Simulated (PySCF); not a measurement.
**Correlation energy of Ga (gallium, neutral)**

[Ar] 3d10 4s2 4p1, 2P determinant. Calculation: PySCF 2.14, in aug-cc-pVQZ-DK (8s7p5d3f2g, 93 functions); scalar relativity by spin-free X2C-1e. Frozen: [Ar] 3d10; 3 electrons correlated.

| level | correlation energy (mhartree) |
| --- | --- |
| CCSD | -47.87 |
| (T) | -0.96 |
| CCSD(T) | -48.83 |

Diagnostics: T1 = 0.014, D1 = 0.0317, largest double amplitude 0.045.

Cost of the coupled-cluster step: roughly 10 core-seconds, for 3 correlated electrons.
